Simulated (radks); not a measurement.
Results of a calculation; reference values are marked as such.
The tungsten ion W+, configuration [Xe] 4f14 5d4 6s1. Level of theory: Dirac Kohn-Sham, Slater X-alpha with alpha = 1.036, spin-unpolarised, spherical densities, point nucleus; open shells fill j = l - 1/2 first (a radial shooting solver on a logarithmic mesh with Libxc functionals).

Normalised radial functions P(r) = r R(r) (large component), r in bohr:

```
   r/bohr * 5s1/2, o 5p1/2, + 4f5/2 (the largest magnitude, 1.32, reaches the edge; | marks zero, & curves that meet)
 0.003062                             &  *
  0.00415                             +o *
  0.00558                             +o  *
 0.007562                             +o  *
  0.01025                             + o *
  0.01378                             +  &
  0.01867                             +*  o
  0.02511                            *+    o
  0.03403                         *   +     o
  0.04612                       *     +    o
    0.062                        *    |+o
  0.08403                           o*| +
   0.1139                      o      |    +*
   0.1531                      o      |        *+
   0.2075                            o|  *            +
    0.279                     *       |       o              +
   0.3781                *            |          o               +
   0.5124                           * | o                       +
    0.689                o            |              *     +
   0.9337       o                     |            +          *
    1.255         o                   |      +           *
    1.701                  o          |  +     *
    2.306                         o   |+*
      3.1                            o&
    4.201                             &
    5.694                             &
    7.656                             &
```

5s1/2: eigenvalue -93.151 eV, 4 radial nodes at r = 0.0218, 0.0869, 0.225, 0.527 bohr, <r> = 1.05 bohr, 90 % of the charge inside 1.51 bohr. 5p1/2: eigenvalue -63.948 eV, 3 radial nodes at r = 0.0732, 0.216, 0.538 bohr, <r> = 1.15 bohr, 90 % of the charge inside 1.68 bohr. 4f5/2: eigenvalue -53.845 eV, 0 radial nodes, <r> = 0.580 bohr, 90 % of the charge inside 0.953 bohr.
